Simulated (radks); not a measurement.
Q: The mean radii <r> (bohr) of the occupied orbitals of an atom or ion are listed with their occupations. Calculated with a radial shooting solver on a logarithmic mesh with Libxc functionals: scalar-relativistic Kohn-Sham, PBEsol, spin-unpolarised, spherical densities, finite nucleus; Fermi nuclear charge, rms radius of each element as measured or else 0.836 A^(1/3) + 0.57 fm.

orbital  occ.      <r>
1s          2  0.01867
2s          2  0.07898
2p          6  0.07058
3s          2   0.2049
3p          6   0.2049
3d         10   0.1856
4s          2   0.4589
4p          6   0.4879
4d         10   0.5232
5s          2    1.091
5p          6    1.261
4f         14   0.6347
5d          1    1.728

Name the element and its charge.

A: Z = 73, tantalum, charge +4: Ta4+ in [Xe] 4f14 5d1. The 1s radius gives Z: for a bare nucleus <r> = (2 gamma + 1)/(2Z) with gamma = sqrt(1 - (Z/c)^2), 0.01844 bohr for Z = 73, and screening makes it slightly larger (0.01867 here). The occupations add up to 69, and the charge is Z minus that.
